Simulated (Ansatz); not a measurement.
All numbers were calculated with Ansatz.

A structure relaxed at PBE0-D4/def2-TZVP, charge 0, multiplicity 1:

| atom | x (Å) | y (Å) | z (Å) |
| --- | --- | --- | --- |
| C1 | 0.4925 | -2.1444 | -0.5839 |
| S2 | 0.3654 | -1.4959 | -2.2732 |
| Sn3 | -0.1699 | 0.8478 | -2.0548 |
| O4 | -0.1967 | 0.8677 | -0.0623 |
| Si5 | -0.4518 | 1.9369 | 1.1422 |
| H6 | 0.3047 | -1.3583 | 0.1460 |
| H7 | -0.2387 | -2.9431 | -0.4639 |
| H8 | 1.4942 | -2.5489 | -0.4429 |
| H9 | 0.7560 | 2.0382 | 2.0059 |
| H10 | -0.7541 | 3.2971 | 0.6052 |
| H11 | -1.6016 | 1.5029 | 1.9817 |

(1) Give its formula and SMILES.

(2) Point group (tolerance 0.08 Å, 0.16 Å for H)?

(3) Summarise the bond lengths by kind.

Results:

(1) CH6OSSiSn, `C[S][Sn][O][SiH3]`.

(2) Cs.

(3) 1 × C–S 1.814 Å; 3 × C–H 1.089 Å; 1 × S–Sn 2.414 Å; 1 × O–Sn 1.993 Å; 1 × O–Si 1.631 Å; 3 × H–Si 1.488 to 1.493 Å.
